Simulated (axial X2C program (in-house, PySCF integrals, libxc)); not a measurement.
# Spin–orbit effects down a group: molecules with Br, HF

All values come from calculations with an axial X2C code built on PySCF integrals, spin-free (one-electron X2C) or two-component (2c: spin–orbit coupling with atomic mean-field Coulomb and Gaunt terms, which also bring small scalar terms), in Dyall basis sets with cores contracted in-house; open shells are unrestricted.

Basis sets: Be dyall-cv3z, Br dyall-cv3z, Ca dyall-cv3z, Mg dyall-cv3z, Sr dyall-cv3z.

| molecule | spin-free state | Re (Å) | ωe (cm⁻¹) | De (eV) | 2c state | Re 2c (Å) | ωe 2c (cm⁻¹) | De 2c (eV) |
| --- | --- | --- | --- | --- | --- | --- | --- | --- |
| BeBr | M_S = 1/2, Λ = 0 | 1.969 | 715.2 | 3.05 | Ω = 1/2 | 1.969 | 714.3 | 2.89 |
| MgBr | M_S = 1/2, Λ = 0 | 2.368 | 373.0 | 2.47 | Ω = 1/2 | 2.369 | 372.6 | 2.31 |
| CaBr | M_S = 1/2, Λ = 0 | 2.665 | 274.1 | 3.27 | Ω = 1/2 | 2.666 | 273.8 | 3.11 |
| SrBr | M_S = 1/2, Λ = 0 | 2.811 | 205.9 | 3.33 | Ω = 1/2 | 2.812 | 205.8 | 3.17 |

**Question.** Work out the shifts from the spin-free to the two-component result.

**Answer.** 

```
molecule  2c state  ΔRe (Å)  Δωe (cm⁻¹)  ΔDe (eV)
    BeBr   Ω = 1/2    0.000        -0.9     -0.16
    MgBr   Ω = 1/2    0.001        -0.4     -0.16
    CaBr   Ω = 1/2    0.001        -0.3     -0.16
    SrBr   Ω = 1/2    0.001        -0.1     -0.16
```

Shifts of one unit in the last digit are rounding.

Each entry is the lowest single determinant of a limited PBE0 search at one distance. De goes to single-determinant-based atoms at the same level (for ions the charge split of lowest energy) and is withheld (n/a) where an atom does not fit its ground term or J level. Main or longest-lived isotopes.
